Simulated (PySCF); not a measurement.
B3LYP has the VWN-RPA correlation part, as in Gaussian. Delta-SCF ions had no search for a lower state. Excitations are Tamm–Dancoff values on a coarser integration grid. The basis has no diffuse functions, so Rydberg states are missing or too high.

Cartesian coordinates (Å):
SMILES: [SH][In]([SH])[SH]
```xyz
7

S     -2.0188    -1.2307     0.4030
In     0.0007    -0.0020     0.1697
S      2.0909    -1.1252     0.2757
S     -0.0688     2.3478    -0.1705
H     -2.7903    -0.1392     0.2631
H      1.5226    -2.3272     0.4713
H      1.2697     2.4585    -0.2188
```
Charge 0, spin multiplicity 1.

Question: Estimate the S1 excitation (TDA), vertical ionisation energy (Delta-SCF) and LUMO that B3LYP-D3(BJ)/def2-TZVP // PBE0-D4/def2-TZVP run with PySCF returns for this input.

Answer: 
```yaml
S1 excitation (TDA): 4.33 eV
vertical ionisation energy (Delta-SCF): 9.30 eV
LUMO: -2.00 eV
```
